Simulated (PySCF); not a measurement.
A mixed set of molecules. Level of theory: PySCF, TDDFT CAM-B3LYP/def2-SVPD, vertical, gas phase, core orbitals frozen in the response. Geometries: GFN2-xTB; one conformer of each isolated species. Triplets are in the Tamm–Dancoff approximation.

Question: Rank by computed HOMO energy, highest first.
A. `COC/P=C(\C)F`
B. `C(C)[C@@H](F)C`
C. `CO[C@H]1SCCC1=O`
D. `C/C(F)=P/c1ccsc1`
E. `O=S1(=O)C=CCCC1`
F. `C[C@@H]1[C@H](F)C[P@H]1=O`
G. `O=S1(=O)CC[C@@H]1F`
H. `OCCC/P=C\F`

Answer: D (-7.69 eV), A (-8.18 eV), C (-8.34 eV), H (-8.51 eV), F (-9.26 eV), E (-9.46 eV), G (-10.00 eV), B (-10.51 eV).

```tsv
SMILES	HOMO (eV)	α (au)	T1 (eV)	LUMO (eV)	gap (eV)	S1 mainly
C/C(F)=P/c1ccsc1	-7.69	116.7	2.53	-0.48	7.21	H→L (91%)
COC/P=C(\C)F	-8.18	81.9	2.53	-0.46	7.73	H-1→L (96%)
CO[C@H]1SCCC1=O	-8.34	83.8	3.68	0.04	8.38	H-1→L (60%)
OCCC/P=C\F	-8.51	80.5	2.78	-0.45	8.06	H-1→L (91%)
C[C@@H]1[C@H](F)C[P@H]1=O	-9.26	70.7	6.75	0.98	10.24	H→L (60%)
O=S1(=O)C=CCCC1	-9.46	80.4	4.39	0.28	9.75	H-1→L (94%)
O=S1(=O)CC[C@@H]1F	-10.00	60.2	6.91	0.76	10.76	H→L+1 (51%)
CC[C@H](C)F	-10.51	51.5	8.68	1.41	11.92	H→L (92%)
```

H and L stand for HOMO and LUMO.
